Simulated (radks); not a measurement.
Results of a calculation; reference values are marked as such.
Q: The table gives one normalised radial function P(r) = r R(r) (large component) of I4+ in [Kr] 4d10 5s2 5p1 (r in bohr). Level of theory: Dirac Kohn-Sham, PBE, spin-unpolarised, spherical densities, finite nucleus; open shells fill j = l - 1/2 first; Fermi nuclear charge, rms radius 4.75 fm (a radial shooting solver on a logarithmic mesh with Libxc functionals).

| r | P |
|---|---|
| 0.003362 | 0.0001 |
| 0.004449 | 0.0003 |
| 0.005886 | 0.0005 |
| 0.007788 | 0.0011 |
| 0.01031 | 0.0023 |
| 0.01363 | 0.0048 |
| 0.01804 | 0.0100 |
| 0.02387 | 0.0203 |
| 0.03158 | 0.0402 |
| 0.04179 | 0.0769 |
| 0.05529 | 0.1401 |
| 0.07316 | 0.2394 |
| 0.0968 | 0.3753 |
| 0.1281 | 0.5243 |
| 0.1695 | 0.6232 |
| 0.2242 | 0.5729 |
| 0.2967 | 0.2864 |
| 0.3957 | -0.2380 |
| 0.5236 | -0.7919 |
| 0.6927 | -1.1259 |
| 0.9166 | -1.0879 |
| 1.213 | -0.7724 |
| 1.605 | -0.4051 |
| 2.123 | -0.1499 |
| 2.809 | -0.0354 |
| 3.717 | -0.0047 |
| 4.918 | -0.0003 |
| 6.507 | 0.0000 |

Which n and l does it have? It may be an empty orbital.

A: n = 4, l = 2: the number of nodes gives n - l - 1 = 1, the rise at small r points to l (for j = l - 1/2 the large component starts outside the nucleus as r^gamma with gamma = sqrt(l^2 - (Z/c)^2) = 1.96 and the r^(l+1) term takes over further out; the orbital of l - 1 with the same j starts with the same power, but with a larger coefficient, and does not steepen), and the extent must fit the shell. The curve is that of 4d3/2; the two j differ most near the nucleus, where j = l - 1/2 has the larger amplitude, and in heavy atoms j = l - 1/2 is also the more compact. 4d3/2: eigenvalue -95.834 eV, 1 radial node at r = 0.351 bohr, <r> = 0.906 bohr, 90 % of the charge inside 1.38 bohr.
